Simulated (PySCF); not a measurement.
# Correlation energy of Fe⁺ (iron, charge +1)

[Ar] 3d5 4s1 4p1, high-spin 8P determinant (an excited configuration). Computed with PySCF 2.14 in aug-cc-pVDZ-DK, with scalar relativity by spin-free X2C-1e. Frozen: [Ar]; 7 electrons correlated.

MP2 pair energies summed by pair of shells (mhartree):

```tsv
pair	energy	share (%)
3d-3d	-52.23	74.7
3d-4s	-9.55	13.7
3d-4p	-6.11	8.7
4s-4p	-2.04	2.9
```

Total MP2 correlation energy: -69.94 mhartree.

Same-spin part -69.94 and opposite-spin part 0.00 mhartree; SCS-MP2 scales them by 1/3 and 6/5 to -23.31 mhartree.
